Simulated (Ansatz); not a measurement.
Ansatz (a quantum-chemistry and plane-wave program) input (CAM-B3LYP/def2-TZVPD):

Ansatz 0.2 input:
```yaml
crystal:
  periodic: [false, false, false]
  atoms:
    - {symbol: Ge, position_ang: [1.55683584, 0.03265157, -0.03974669]}
    - {symbol: C, position_ang: [-0.38079294, 0.09880323, 0.00957457]}
    - {symbol: C, position_ang: [-1.27182263, 1.12913304, 0.03087655]}
    - {symbol: C, position_ang: [-2.58056356, 0.55374110, 0.06504478]}
    - {symbol: C, position_ang: [-2.39878111, -0.78936926, 0.06226093]}
    - {symbol: O, position_ang: [-1.07379391, -1.08877247, 0.02888457]}
    - {symbol: H, position_ang: [2.09920683, -0.69721286, 1.19986536]}
    - {symbol: H, position_ang: [2.04995922, 1.48678760, -0.05432704]}
    - {symbol: H, position_ang: [2.03537039, -0.70066433, -1.30337594]}
    - {symbol: H, position_ang: [-1.02429704, 2.17751957, 0.02311876]}
    - {symbol: H, position_ang: [-3.52382066, 1.07244114, 0.08838408]}
    - {symbol: H, position_ang: [-3.07305290, -1.62739036, 0.08061135]}
basis:
  gaussian:
    orbitals: def2-TZVPD
hamiltonian:
  xc: {name: CAM-B3LYP}
total_charge: 1
magnetization: {spin_polarized: true, initial_magnetization: 1}
```

End of the output:

```
1600 factors; their error is unknown
integrals: 0.44 GiB planned
617 factors; integrals over basis functions are off by at most 1.7e-5 eV
0.50 GiB of the device are held for the grids
2.67 GiB of device memory are held for the factors and their scratch space
mean field: 2.49 GiB planned
mean field evaluation 1: about -62787.7168 eV, gradient 5.5e1 eV
mean field evaluation 2: about -62773.5372 eV, gradient 7.9e1 eV
mean field evaluation 4: about -62803.3565 eV, gradient 7.3e0 eV
mean field evaluation 8: about -62803.7557 eV, gradient 2.9e-1 eV
mean field evaluation 16: about -62803.9124 eV, gradient 1.5e-2 eV
mean field evaluation 32: about -62803.9124 eV, gradient 7.1e-6 eV
mean field -62803.91244878 eV, -2308.0012124718 hartree, gradient 7.1e-6 eV, S^2 0.763973; 2 other end points of the search recorded, 0 dependent functions left out
reference -62803.91259434 eV, -2308.0012178212 hartree; 35, 34 occupied and 261, 262 virtual orbitals, 1600 factors
Total energy: -62803.91259434 eV, -2308.0012178212 hartree
```

This state (charge 1, doublet) is run at the relaxed geometry of the species with charge 0 and multiplicity 1.
